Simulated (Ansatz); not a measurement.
C2H9NOSi can be A, `NCOC[SiH3]`, or B, `CN(C)[SiH2]O`.

Calculated with Ansatz (gas phase, PBE0-D4/def2-TZVP geometries, no zero-point term in ΔE). CBS: MP2 limit from def2 TZ/QZ plus the TZ coupled-cluster correction, frozen cores. DFT in def2-TZVPP. B3LYP here is the variant with VWN-RPA as its local correlation; programs differ in this. One conformer a species, not always the lowest.

A:

```xyz
14

N    -0.243    1.970    0.951
C     0.932    1.191    0.676
O     0.630   -0.167    0.472
C    -0.162   -0.399   -0.675
Si   -0.622   -2.225   -0.730
H    -0.491    1.974    1.929
H    -0.174    2.918    0.614
H     1.414    1.606   -0.220
H     1.662    1.182    1.493
H     0.389   -0.122   -1.589
H    -1.071    0.215   -0.651
H    -1.427   -2.594    0.463
H    -1.431   -2.471   -1.956
H     0.594   -3.077   -0.778
```

B:

```xyz
14

C    -1.517    0.425    0.225
N    -0.249   -0.103   -0.218
C     0.147    0.357   -1.524
Si    0.800   -0.924    0.850
O     1.606   -0.015    1.968
H    -1.500    1.519    0.326
H    -2.315    0.169   -0.485
H    -1.788    0.005    1.196
H     1.092   -0.103   -1.821
H     0.274    1.449   -1.562
H    -0.605    0.090   -2.278
H     1.781   -1.623   -0.024
H    -0.006   -1.833    1.695
H     2.282    0.586    1.651
```

(1) Which isomer does CCSD(T)/CBS put lower? Give the gap. (Best estimate.)

(2) Give E(B) − E(A) in kJ/mol with ωB97M-V, MP2/def2-TZVPP, B3LYP-D4, PBE0-D4, B2PLYP, PBE-D4, B3LYP. (An estimate is asked.)

Largest T1 diagnostic: 0.011.

Answers

(1) The calculation gave: B, by 248.0 kJ/mol.

(2) Computed: ωB97M-V -241.0, MP2/def2-TZVPP -258.3, B3LYP-D4 -240.4, PBE0-D4 -234.1, B2PLYP -244.7, PBE-D4 -226.1, B3LYP -235.8. None reverses the order clearly.

From PBE to PBE0 (25 % exact exchange), in def2-TZVPP and without D4, E(B) − E(A) moves by −8.3 kJ/mol. The D4 term adds −4.6 kJ/mol with B3LYP and −2.4 kJ/mol with PBE0; it sums over pairs of atoms, weighted by their polarisabilities, and B3LYP, whose exchange is more repulsive, gets the larger term.
